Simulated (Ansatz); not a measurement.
`NC#C[TeH]` + H₂ → H₂Te + `C#CN` at 298.15 K and 1 bar (hydrogenolysis of a Te–C bond).

Computed with Ansatz on PBE0-D4/def2-TZVP structures; ΔE is electronic, products minus reactants. CCSD(T)/CBS is the MP2 limit (def2-TZVPP, def2-QZVPP) plus CCSD(T) − MP2 in def2-TZVPP, frozen cores. This one scheme is used for every species. def2 core potentials past Kr. For Te outer-core shells are correlated without core-valence functions, which leaves a few kJ/mol of doubt a bond. One conformer a species, not always the lowest.

| species | CCSD(T)/CBS energy (Eh) | H − E (kJ/mol) | S (J/(mol·K)) |
| --- | --- | --- | --- |
| `NC#C[TeH]` | -400.25023 | 129.5 | 324.4 |
| H₂ | -1.17544 | 35.1 | 130.4 |
| H₂Te | -268.91024 | 41.3 | 228.4 |
| `C#CN` | -132.52893 | 129.7 | 253.5 |

H − E and S are ideal-gas, rigid-rotor, harmonic terms from PBE0-D4/def2-TZVP, for one conformer and one mirror image of each species. The MP2-based limit puts H₂ 0.8 mEh under its directly extrapolated value; such offsets cancel only in part. 1 Eh = 2625.50 kJ/mol, R = 8.31446 J/(mol·K).

By hand: ΔE, ΔH, ΔS and ΔG.

ΔE = (-268.91024) + (-132.52893) − (-400.25023) − (-1.17544) = -0.01350 Eh = -35.4 kJ/mol. Δ(H − E) = 41.3 + 129.7 − 129.5 − 35.1 = 6.4, so ΔH = -29.0 kJ/mol. ΔS = 228.4 + 253.5 − 324.4 − 130.4 = 27.1 J/(mol·K). ΔG = -29.0 − 298.15 × (27.1)/1000 = -37.1 kJ/mol.

By hand: the equilibrium constant, and the temperature at which ΔG would vanish if ΔH and ΔS stayed fixed.

log₁₀ K = −ΔG/(RT ln 10) = 6.5. ΔH and −TΔS have one sign here, so there is no such temperature.

ΔH outweighs TΔS. A doubt of 5 kJ/mol in ΔE shifts log₁₀ K by 0.9 here. Other conformers and mirror images would add mixing entropy, several J/(mol·K) or more a flexible species. These are equilibria of isolated gas molecules and say nothing of rates. Largest T1 diagnostic: 0.013 (customary marks: 0.02 for closed shells, 0.045 for open ones).
